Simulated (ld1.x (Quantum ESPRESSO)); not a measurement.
Values are calculated unless marked as measured or tabulated.
## Pseudopotentials across the periodic table

Generated with ld1.x 7.5 (TM, RRKJ, ultrasoft, PAW), atompaw 4.2 or ONCVPSP 4.0.1. The cutoff is in Ry: for ld1.x and atompaw files where the sum of valence levels is converged to 10 mRy in a Bessel basis, for ONCV files where the hardest occupied wave has 1 mHa per electron of residual kinetic energy. The error is the largest all-electron minus pseudo excitation energy over each file’s own four to seven test configurations (ionisations up to +4, promotions, holes and added fractions of an electron), all of which were solved. The labels leave out finer settings (local radius, basis sizes, second energies), which also bear on the numbers. Spin-polarised tests are not counted. The rows are a selection from randomly drawn settings: files with unsolved tests, undetermined cutoffs or missed reference levels are left out.

| element | potential | cutoff (Ry) | largest error (meV) | bound ghosts |
| --- | --- | --- | --- | --- |
| Si | TM, PBE, non-relativistic, rc 1.60/2.45/1.90 (spd), local p, core correction yes, reference 3s2 3p2 | 15 | +44 | none |
| P | RRKJ, PBE, scalar-relativistic, rc 1.45/1.85/1.60 (spd), local d, core correction no, reference 3s2 3p3 | 30 | +326 | none |
| S | ultrasoft, PBE, scalar-relativistic, rc 1.65/1.35 (sp), local smoothed, core correction yes, reference 3s2 3p3.5 | 12 | -1.9 | none |
| Ni | PAW, LDA (PZ), scalar-relativistic, rc 1.20/1.20/1.60 (spd), local smoothed, core correction yes, reference 3s2 3p6 3d8.5 4s1.5 4p0 | 70 | -44 | none |
| In | TM, PW91, fully relativistic, rc 1.65/3.00/3.25 (spd), local s, core correction no, reference 5s1.75 5p1.25 | 30 | +107 | none |
| Pt | PAW, PBEsol, scalar-relativistic, rc 1.75/2.20/2.10 (spd), local smoothed, core correction yes, reference 5s2 5p6 5d9 6s1 6p0 | 30 | -94 | none |

(1) Fill in the row for Rh: RRKJ, PBEsol, scalar-relativistic, rc 1.90/3.40/1.60/3.40 (spdf), local s, core correction yes, reference 4d8 5s0 5p1.

## Answers

(1) cutoff 50 Ry, largest error -570 meV, bound ghosts: none.
